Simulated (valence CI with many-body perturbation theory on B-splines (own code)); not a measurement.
# Level structure of Ho28+

Computed by relativistic CI+MBPT: three valence electrons over a frozen Dirac-Fock core [Kr], a basis of 7 s, 7 p, 8 d, 6 f, 4 g, 1 h functions for each j, with the one-electron correlation potential Σ1 (screened to all orders), the two-electron term Σ2, the three-electron term Σ3, Breit, model QED; selected single and double excitations, second order for the rest, scaled by the run's own slope (own B-spline code, finite nucleus).

No measured spectrum was set against this ion. As an estimate, large intervals hold to a few tenths of a per cent, small ones and those within an open d or f shell to about a per cent. The list stops below the first excitations out of the core.

Levels 1 to 19 of 19, with energies above the lowest level, (4d3/2^3) J=3/2. "Leading %" is the weight of the configuration and term that name the level; weights of strongly mixed levels are sums over their largest components and can fall short. In the jj column 3d3/2^4 stands for four electrons in 3d with j = 3/2. Lifetimes count E1, E2, E3, M1 and M2 decay at the calculated energies, and are blank where another channel may lead or the interval is too uncertain; long ones can be off by a factor of two.

```tsv
No.	Configuration	Term	J	E (cm⁻¹)	Leading %	Second component	Leading jj	Lifetime
1	4d³	⁴F	3/2	0	58	31 % 4d³ ²D	4d3/2^3 (93 %)	
2	4d³	⁴F	5/2	62600	88	11 % 4d³ ²D	4d3/2^2 4d5/2 (97 %)	142 μs
3	4d³	⁴P	3/2	81169	41	30 % 4d³ ²P	4d3/2^2 4d5/2 (95 %)	158 μs
4	4d³	⁴F	7/2	86483	50	40 % 4d³ ²G	4d3/2^2 4d5/2 (88 %)	3.71 ms
5	4d³	²G	9/2	91308	43	38 % 4d³ ²H	4d3/2^2 4d5/2 (96 %)	952 ms
6	4d³	⁴P	1/2	93285	63	37 % 4d³ ²P	4d3/2^2 4d5/2 (99 %)	432 μs
7	4d³	⁴P	5/2	139790	63	23 % 4d³ ²D	4d3/2^2 4d5/2 (74 %)	401 μs
8	4d³	⁴F	7/2	151630	49	47 % 4d³ ²G	4d3/2 4d5/2^2 (92 %)	63.1 μs
9	4d³	⁴F	9/2	160750	53	45 % 4d³ ²H	4d3/2 4d5/2^2 (91 %)	111 μs
10	4d³	⁴P	3/2	173400	41	41 % 4d³ ²D	4d3/2 4d5/2^2 (98 %)	44.7 μs
11	4d³	²P	1/2	180440	63	37 % 4d³ ⁴P	4d3/2 4d5/2^2 (99 %)	75.3 μs
12	4d³	²H	11/2	186930	100		4d3/2 4d5/2^2 (100 %)	243 μs
13	4d³	²D	5/2	191350	60	20 % 4d³ ²F	4d3/2 4d5/2^2 (74 %)	107 μs
14	4d³	²F	5/2	203210	45	38 % 4d³ ²D	4d3/2 4d5/2^2 (94 %)	137 μs
15	4d³	²F	7/2	210300	86	13 % 4d³ ²G	4d3/2 4d5/2^2 (96 %)	171 μs
16	4d³	²D	3/2	246900	47	42 % 4d³ ²P	4d3/2 4d5/2^2 (62 %)	56.2 μs
17	4d³	²G	9/2	246930	55	27 % 4d³ ⁴F	4d5/2^3 (95 %)	
18	4d³	²D	3/2	290320	76	16 % 4d³ ²P	4d5/2^3 (62 %)	45.9 μs
19	4d³	²D	5/2	312550	67	21 % 4d³ ²F	4d5/2^3 (89 %)	28.6 μs
```

The ionisation energy to 4d² ³F2 of the next ion comes out as 1030.8 eV (NIST: 1029 ± 4 eV (theoretical)). All 19 levels together are meant to be complete up to 837430 cm⁻¹.
